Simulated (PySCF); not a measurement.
**First hyperpolarisability: 3-cyanothiophene (SMILES s1ccc(C#N)c1)**

Molfile (atoms numbered from 1):
```
C5H3NS
     RDKit          3D

 10 10  0  0  0  0  0  0  0  0999 V2000
   -3.0796   -0.5260    0.0548 N   0  0  0  0  0  0  0  0  0  0  0  0
   -1.9467   -0.2804    0.0210 C   0  0  0  0  0  0  0  0  0  0  0  0
   -0.5518    0.0112   -0.0198 C   0  0  0  0  0  0  0  0  0  0  0  0
    0.4777   -0.9772    0.0937 C   0  0  0  0  0  0  0  0  0  0  0  0
    1.7249   -0.4245    0.0217 C   0  0  0  0  0  0  0  0  0  0  0  0
    1.6590    1.2804   -0.1817 S   0  0  0  0  0  0  0  0  0  0  0  0
   -0.0463    1.2861   -0.1743 C   0  0  0  0  0  0  0  0  0  0  0  0
    0.2827   -2.0417    0.2218 H   0  0  0  0  0  0  0  0  0  0  0  0
    2.6866   -0.9325    0.0779 H   0  0  0  0  0  0  0  0  0  0  0  0
   -0.6094    2.2116   -0.2823 H   0  0  0  0  0  0  0  0  0  0  0  0
  1  2  3  0
  2  3  1  0
  3  4  1  0
  4  5  2  0
  5  6  1  0
  6  7  1  0
  7  3  2  0
  4  8  1  0
  5  9  1  0
  7 10  1  0
M  END
```

Computed, not measured: quadratic response CAM-B3LYP/def2-TZVPD first hyperpolarisability, Taylor convention, gas phase in PySCF. Geometry: PBE0-D3(BJ)/def2-SVP.

Question: What is the first hyperpolarisability, and how does it disperse?

Answer: In 10⁻³⁰ esu, Taylor convention; the vector part is βᵢ = ⅓ Σⱼ (βᵢⱼⱼ + βⱼᵢⱼ + βⱼⱼᵢ); β∥ is 3/5 of the vector part along the dipole, the dipole points from − to +:
```tsv
process	λ (nm)	β vector norm	β∥	β HRS	depolarisation ratio
static β(0;0,0)	∞	0.59	-0.09	0.41	2.18
second harmonic β(−2ω;ω,ω)	1907	0.63	-0.08	0.43	2.20
Pockels β(−ω;ω,0)	1907	0.61	-0.09	–	–
second harmonic β(−2ω;ω,ω)	1064	0.72	-0.07	0.49	2.24
Pockels β(−ω;ω,0)	1064	0.63	-0.08	–	–
```

Question: Which lowest excitations, dipole and polarisabilities go with it?

Answer: S1 5.51 eV (f = 0.065); S2 5.58 eV (f = 0.124); S3 6.18 eV (f = 0.001); dipole 4.39 D; isotropic α 80.7 au static, 81.0 au at 1907 nm, 81.7 au at 1064 nm, 82.0 au at 953.5 nm, 85.1 au at 532 nm.
